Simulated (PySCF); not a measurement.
Spinor energies of F (fluorine, neutral)

Start: [He] 2s2 2p5; 2p1/2 filled at m_j = -1/2, +1/2; 2p3/2 filled at m_j = -1/2, +1/2, +3/2. Calculated with PySCF 2.14 in x2c-TZVPall-2c with one added diffuse shell each of s, p, d type (6s4p3d1f, 40 functions): generalised Hartree-Fock with the X2C-1e Hamiltonian and a Gaussian nucleus; one run each with spin-orbit coupling (SO) switched off, then screened by Boettger's factors. This is a chosen level, not necessarily the ground level.

```json
{"spinor shell": "1s1/2", "electrons": "2", "ε, spin-free (eV)": "-718.63", "ε, screened SO (eV)": "-718.62", "weight of nominal j (screened SO)": "1.000", "rms radius, screened SO (bohr)": "0.204"}
{"spinor shell": "2s1/2", "electrons": "2", "ε, spin-free (eV)": "-42.907", "ε, screened SO (eV)": "-42.904", "weight of nominal j (screened SO)": "1.000", "rms radius, screened SO (bohr)": "1.10"}
{"spinor shell": "2p1/2", "electrons": "2", "ε, spin-free (eV)": "-19.908", "ε, screened SO (eV)": "-19.871", "weight of nominal j (screened SO)": "0.662", "rms radius, screened SO (bohr)": "1.25"}
{"spinor shell": "2p3/2", "electrons": "3", "ε, spin-free (eV)": "-19.908", "ε, screened SO (eV)": "-19.934", "weight of nominal j (screened SO)": "0.774", "rms radius, screened SO (bohr)": "1.24"}
```

```json
{"quantity": "E (hartree)", "spin-free": "-99.49534", "screened SO": "-99.49602"}
{"quantity": "M_J", "spin-free": "3/2", "screened SO": "3/2"}
{"quantity": "⟨J²⟩", "spin-free": "3.757", "screened SO": "3.757"}
{"quantity": "⟨L²⟩", "spin-free": "2.003", "screened SO": "2.003"}
{"quantity": "⟨S²⟩", "spin-free": "0.754", "screened SO": "0.754"}
```

Each row is a mean over spinors that exchange with the open shell spreads, by up to 5.350 eV (2s1/2).

Rows whose weight is well below 1 are mixtures of j = l ± 1/2: exchange outweighs spin-orbit coupling there, and the label is only the starting occupation.

Without spin-orbit coupling the j labels of p, d and f shells carry no meaning; the spin-free column gives the mean over the occupied spinors of each nl shell.
